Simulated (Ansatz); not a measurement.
H5NSSi2, SMILES `N[SiH]1[SiH2]S1` at its PBE0-D4/def2-TZVP geometry, where that method's forces vanish. The species carries charge 0 and has multiplicity 1.

| atom | x (Å) | y (Å) | z (Å) |
| --- | --- | --- | --- |
| N1 | -1.337 | 0.688 | 1.067 |
| Si2 | 0.231 | 0.174 | 0.641 |
| Si3 | 0.726 | -0.979 | -1.215 |
| S4 | 1.323 | 1.084 | -0.985 |
| H5 | -2.058 | 0.791 | 0.373 |
| H6 | -1.464 | 1.326 | 1.836 |
| H7 | 1.017 | 0.083 | 1.891 |
| H8 | 1.839 | -1.954 | -1.324 |
| H9 | -0.277 | -1.214 | -2.284 |

**Question.** For each bond, give half the difference of the two atoms' forces along it (eV/Å; positive pushes the atoms apart) under PBE-D4, r2SCAN-D4, B3LYP-D4, ωB97M-V in def2-TZVPP. (An estimate is asked.)

**Answer.** Ansatz gave: 
```
   bond  length (Å)  PBE-D4  r2SCAN-D4  B3LYP-D4  ωB97M-V
 N1–Si2       1.704    0.09       0.02      0.07     0.11
  N1–H5       1.007    0.19       0.02     -0.02    -0.03
  N1–H6       1.008    0.19       0.01     -0.01    -0.03
Si2–Si3       2.241   -0.01       0.02      0.15     0.06
 Si2–S4       2.160    0.18       0.08      0.20    -0.02
 Si2–H7       1.479    0.04      -0.04     -0.16    -0.16
 Si3–S4       2.159    0.25       0.09      0.26     0.06
 Si3–H8       1.484    0.06      -0.02     -0.12    -0.13
 Si3–H9       1.485    0.06      -0.02     -0.12    -0.13
```

B3LYP here is the variant with VWN-RPA as its local correlation; programs differ in this.
